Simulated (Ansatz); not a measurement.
System: C₂H₆FSi, net charge 0, doublet state. It need not be the lowest isomer of its formula. 
Structure (B3LYP-D3(BJ)/def2-TZVP (Ansatz, an electronic-structure program) minimum search):
```xyz
10

C      1.5969     0.7121    -0.0749
Si    -0.0095    -0.2086    -0.3757
C     -1.5073     0.8845    -0.0919
F     -0.0823    -1.4125     0.7083
H      2.4615     0.0615    -0.2096
H      1.6149     1.1006     0.9484
H      1.6898     1.5533    -0.7647
H     -1.4934     1.2732     0.9314
H     -1.4990     1.7304    -0.7822
H     -2.4371     0.3335    -0.2363
```
Charge 0, spin multiplicity 2.

Total electronic energies in hartree. Cores are frozen in the correlated levels unless marked. Open shells are spin-unrestricted. Spin-orbit coupling is left out. Non-relativistic. CBS marks a two-point X^-3 extrapolation of the correlation energy; Hartree-Fock from the larger set. The bracket is a focal-point correction in the basis named.

```json
[
 {"level": "HF/def2-TZVPP", "program": "Ansatz", "energy (Eh)": "-467.73696"},
 {"level": "HF/cc-pV(Q+d)Z", "program": "Ansatz", "energy (Eh)": "-467.75196"},
 {"level": "RI-HF/def2-TZVPP", "program": "Ansatz", "energy (Eh)": "-467.73690"},
 {"level": "RI-HF/def2-QZVPP", "program": "Ansatz", "energy (Eh)": "-467.75497"},
 {"level": "r2SCAN0/def2-TZVPD", "program": "Ansatz", "energy (Eh)": "…"},
 {"level": "MP2/cc-pwCVTZ", "program": "Ansatz", "energy (Eh)": "-468.45676"},
 {"level": "MP2/CBS(def2-TZVPP,def2-QZVPP)", "program": "Ansatz", "energy (Eh)": "-468.5569"},
 {"level": "SCS-MP2/6-31G", "program": "Ansatz", "energy (Eh)": "-467.87397"},
 {"level": "SCS-MP2/6-31G*", "program": "Ansatz", "energy (Eh)": "-468.11921"},
 {"level": "SCS-MP2/def2-QZVPP", "program": "Ansatz", "energy (Eh)": "-468.51994"},
 {"level": "CCSD/6-31G", "program": "Ansatz", "energy (Eh)": "-467.90670"},
 {"level": "CCSD/cc-pV(T+d)Z", "program": "Ansatz", "energy (Eh)": "-468.47881"},
 {"level": "CCSD(T)/def2-TZVPP", "program": "Ansatz", "energy (Eh)": "-468.50611"},
 {"level": "RI-MP2/CBS(def2-TZVPP,def2-QZVPP)+[CCSD(T)-MP2]/def2-SVP", "program": "Ansatz", "energy (Eh)": "-468.6140"},
 {"level": "CCSD(T)/CBS(cc-pV(T+d)Z,cc-pV(Q+d)Z)", "program": "Ansatz", "energy (Eh)": "-468.6109"}
]
```

Q: What belongs in the gaps?

A: 
- r2SCAN0/def2-TZVPD, energy (Eh): -469.14318
